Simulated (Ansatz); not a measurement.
Gas-phase electronic energies from Ansatz, PBE0-D4/def2-TZVP geometries. CBS: MP2 limit from def2 TZ/QZ plus the TZ coupled-cluster correction, frozen cores. This one scheme is used for every species. Functionals use def2-TZVPP. Each species was taken in one conformer, which may not be the lowest.

Reaction (ligand exchange at the Si–Cl bond): `[SiH3]Cl` + `C=C[SiH](C)O` → `C=C[SiH](C)O[SiH3]` + HCl

Problem. Is it downhill or uphill in electronic energy at CCSD(T)/CBS, and by how much? (Estimate.)

Solution. The calculation gave: Downhill: ΔE = -3.9 kcal/mol.

Problem. What do these levels give: PBE-D4, BLYP, PBE0, r2SCAN0, CAM-B3LYP, RPA@PBE/def2-TZVPP? (Best estimate.)

Solution. Computed: PBE-D4 -1.3, BLYP -1.9, PBE0 -0.9, r2SCAN0 -2.5, CAM-B3LYP -3.8, RPA@PBE/def2-TZVPP -5.1 kcal/mol.

Largest T1 diagnostic among the species: 0.011.

Leaving LDA and LC-ωPBE aside and taking each functional with its dispersion term where it has one, the values, not all of them listed here, spread over 4.2 kcal/mol, from BHLYP-D4 to PBE-D4. LDA lies −1.9 kcal/mol from PBE without D4. The D4 term adds −1.9 kcal/mol with B3LYP and −1.2 kcal/mol with PBE0; it sums over pairs of atoms, weighted by their polarisabilities, and B3LYP, whose exchange is more repulsive, gets the larger term.

B3LYP here is the variant with VWN-RPA as its local correlation; programs differ in this.
